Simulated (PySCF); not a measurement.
## Excitation energy of Sc by level of theory

Sc [Ar] 3d1 4s2 (2D) → Sc [Ar] 4s2 5s1 (2S), as a difference of total energies. Calculation: PySCF 2.14, in x2c-QZVPPall with one added diffuse shell each of s, p, d, f, g type (12s8p6d4f3g, 121 functions); scalar relativity by spin-free X2C-1e. Correlated levels: valence: [Ar] frozen; valence and next inner shell: [Ne] frozen. The calculations carry no spin-orbit coupling.

```
                                method  excitation energy (eV)
                                   UHF                   5.192
                                   LDA                   6.338
                                   PBE                   6.337
                                  PBE0                   6.163
                               wB97M-V                   6.024
                                   M06                   5.647
                             BHandHLYP                   6.027
                         MP2 (valence)                   5.188
                     SCS-MP2 (valence)                   5.160
    MP2 (valence and next inner shell)                   5.294
SCS-MP2 (valence and next inner shell)                   5.283
```

Question: How much does correlation contribute at MP2 (valence and next inner shell)?

Answer: 5.294 − (5.192) = 0.102 eV, measured against UHF.

A first-order spin-orbit estimate (lowest level to lowest level, LS coupling) adds 0.017 eV.

The promoted electron is Rydberg-like, and one or two diffuse shells describe it only roughly, which tends to raise the upper state.
